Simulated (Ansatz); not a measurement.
Pt₂₀ (started as a model of: Pt20 tetrahedron), relaxed as a singlet with RKS PBE-D4/def2-SVP in Ansatz, starting from a model built from a lattice or polyhedron. Force threshold 0.03 eV/Å.

In the def2 sets Pt takes a core potential; there is no spin–orbit coupling. Single mean-field runs in def2-SVP are fitted with def2-universal-jkfit. The restricted singlet is unstable towards broken spin symmetry in Hartree–Fock (as tested in another run); at PBE-D4/def2-SVP this wasn't settled.

Start:

```xyz
20

Pt   -0.7546    3.1031   -3.5821
Pt    0.9387    1.4121   -2.5569
Pt    2.6354   -0.3144   -1.5422
Pt    4.3272   -2.0425   -0.5266
Pt   -1.6383    0.9480   -2.4270
Pt    0.0633   -0.7871   -1.4048
Pt    1.7512   -2.4830   -0.3818
Pt   -2.5126   -1.2346   -1.2246
Pt   -0.8455   -2.9130   -0.2450
Pt   -3.3952   -3.4036   -0.0717
Pt   -0.5660    2.8200   -1.0124
Pt    1.1412    1.1044    0.0370
Pt    2.8114   -0.5735    1.0333
Pt   -1.4470    0.6777    0.1586
Pt    0.2477   -1.0362    1.1884
Pt   -2.3122   -1.4942    1.3451
Pt   -0.3549    2.5843    1.6174
Pt    1.3452    0.8923    2.6293
Pt   -1.2596    0.4042    2.7762
Pt   -0.1753    2.3358    4.1899
```

**Question.** Estimate the energy that the relaxation releases and the steps that it takes.

**Answer.** 3.83 eV, in 7 steps; 82 s on 5 threads of AMD EPYC 7R13 on a shared host and a share (37 GiB) of an NVIDIA H100 80GB HBM3. The force fell under the threshold at step 5, but the optimiser went on. No frequencies were taken in this run, so the end may be a saddle point.

**Question.** Does the start keep its bonding and symmetry?

**Answer.** By distances, no bond broke or formed. The bond that changes most is Pt6–Pt15, from 2.61 to 3.06 Å (atoms count from 1). Point group Td at the start, Cs at the end, both within 0.05 Å.

**Question.** Predict the relaxed structure.

**Answer.** 
```xyz
20

Pt   -0.726    3.105   -3.567
Pt    0.992    1.352   -2.630
Pt    2.679   -0.247   -1.584
Pt    4.289   -2.057   -0.563
Pt   -1.763    0.892   -2.493
Pt    0.049   -0.893   -1.634
Pt    1.727   -2.570   -0.340
Pt   -2.614   -1.207   -1.362
Pt   -0.780   -3.002   -0.292
Pt   -3.359   -3.416   -0.045
Pt   -0.615    2.910   -0.946
Pt    1.326    1.314    0.048
Pt    2.913   -0.546    1.165
Pt   -1.681    0.788    0.186
Pt    0.307   -1.190    1.396
Pt   -2.389   -1.444    1.393
Pt   -0.329    2.675    1.577
Pt    1.465    0.863    2.690
Pt   -1.281    0.351    2.819
Pt   -0.207    2.320    4.181
```
Bond lengths (bridged metal pairs left out): 60 × Pt–Pt 2.53 to 3.06 Å.
